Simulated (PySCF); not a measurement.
# Spinor energies of Rh(12+) (rhodium, charge +12)

Start: [Ar] 3d10 4s2 4p3; 4p1/2 filled at m_j = -1/2, +1/2; 4p3/2 filled at m_j = +3/2. Calculated with PySCF 2.14 in an even-tempered Gaussian basis (18 s from 0.5 bohr⁻², ratio 2.8; 14 p from 0.65 bohr⁻², ratio 2.8; 9 d from 1.1 bohr⁻², ratio 2.8; 4 f from 4.4 bohr⁻², ratio 3): generalised Hartree-Fock with the X2C-1e Hamiltonian and a Gaussian nucleus; spin-orbit coupling (SO) screened by Boettger's factors.

```
spinor shell  electrons  ε, screened SO (eV)  weight of nominal j (screened SO)  rms radius, screened SO (bohr)
       1s1/2          2             -23602.6                              1.000                          0.0374
       2s1/2          2              -3724.6                              1.000                           0.154
       2p1/2          2              -3459.1                              1.000                           0.134
       2p3/2          4              -3312.1                              1.000                           0.138
       3s1/2          2              -904.31                              1.000                           0.414
       3p1/2          2              -798.98                              0.997                           0.409
       3p3/2          4              -771.56                              0.999                           0.420
       3d3/2          4              -587.24                              0.983                           0.397
       3d5/2          6              -581.70                              0.989                           0.399
       4s1/2          2              -316.42                              1.000                           0.949
       4p1/2          2              -282.82                              0.792                           0.989
       4p3/2          1              -279.05                              1.000                            1.00
```

```csv
quantity,screened SO
E (hartree),-4734.47192
M_J,3/2
⟨J²⟩,3.767
⟨L²⟩,0.484
⟨S²⟩,3.165
```

Each row is a mean over spinors that exchange with the open shell spreads, by up to 15.920 eV (4s1/2).

Rows whose weight is well below 1 are mixtures of j = l ± 1/2: exchange outweighs spin-orbit coupling there, and the label is only the starting occupation.

Breit and QED terms are absent; they matter most for the inner s and p1/2 levels.

Densities and radii are taken from the X2C orbitals without a picture-change correction, which distorts them close to the nucleus.
